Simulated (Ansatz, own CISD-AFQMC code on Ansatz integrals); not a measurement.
H7BSi2, SMILES `B[SiH2][SiH3]` (charge 0, multiplicity 1).

Z-matrix (Å, degrees):
```
Si
H 1 1.4895
H 1 1.4896 2 109.09
B 1 1.9885 2 114.84 3 130.46
H 4 1.1953 1 120.95 2 29.36
H 4 1.1954 5 117.97 1 -174.25
Si 1 2.3555 2 107.18 3 -115.67
H 7 1.4878 1 110.43 2 178.68
H 7 1.4878 8 108.61 1 -121.11
H 7 1.4882 8 108.75 9 -118.21
```
Charge 0, multiplicity 1.

Frozen-core correlation energies in cc-pVDZ at a geometry from PBE0-D3(BJ)/def2-TZVP, on an HF energy of -606.57745 Ha (<S^2> = 0.00). Wave-function levels are from Ansatz, the walk from an own CISD-AFQMC code on Ansatz integrals (time step 0.005/Ha, trial state from CCSD amplitudes, largest double 0.04).

```json
[
 {"level": "MP2", "correlation energy (mHa)": "-290.5"},
 {"level": "CCSD", "correlation energy (mHa)": "-356.2"},
 {"level": "CCSD(T)", "correlation energy (mHa)": "-365.3"}
]
```

### Question
What correlation energy does phaseless AFQMC give, and where does it lie among these levels?

### Answer
-367.1 ± 0.4 mHa (one standard error). AFQMC minus each level: MP2 -76.5 mHa, CCSD -10.8 mHa, CCSD(T) -1.8 mHa.
